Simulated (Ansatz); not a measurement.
CH6BIOSi can be A, `CB[SiH](O)I`, or B, `OB([SiH3])CI`.

Calculated with Ansatz (gas phase, PBE0-D4/def2-TZVP geometries, no zero-point term in ΔE). CBS: MP2 limit from def2 TZ/QZ plus the TZ coupled-cluster correction, frozen cores. DFT in def2-TZVPP. B3LYP here is the variant with VWN-RPA as its local correlation; programs differ in this. Elements past krypton have def2 core potentials. For I outer-core shells are correlated without core-valence functions, which leaves a few kJ/mol of doubt a bond. One conformer a species, not always the lowest.

**Question.** Which is lower in electronic energy at CCSD(T)/CBS, and by how much? (An estimate is asked.)

**Answer.** Ansatz gave: A, by 82.0 kJ/mol.

**Question.** Give E(B) − E(A) in kJ/mol with MP2/def2-TZVPP, HF/def2-TZVPP, CCSD/def2-TZVPP, CCSD(T)/def2-TZVPP, r2SCAN-D4, B3LYP-D4, PBE-D4. (Best estimate.)

**Answer.** Ansatz gave: MP2/def2-TZVPP 83.3, HF/def2-TZVPP 96.8, CCSD/def2-TZVPP 78.5, CCSD(T)/def2-TZVPP 74.3, r2SCAN-D4 89.1, B3LYP-D4 82.3, PBE-D4 77.9. None reverses the order clearly.

Largest T1 diagnostic: 0.012.

From PBE to PBE0 (25 % exact exchange), in def2-TZVPP and without D4, E(B) − E(A) moves by +6.5 kJ/mol. In def2-TZVPP, CCSD(T) changes the Hartree–Fock value by −22.5 kJ/mol (the triples alone add −4.2 kJ/mol) and MP2 by −13.5 kJ/mol.
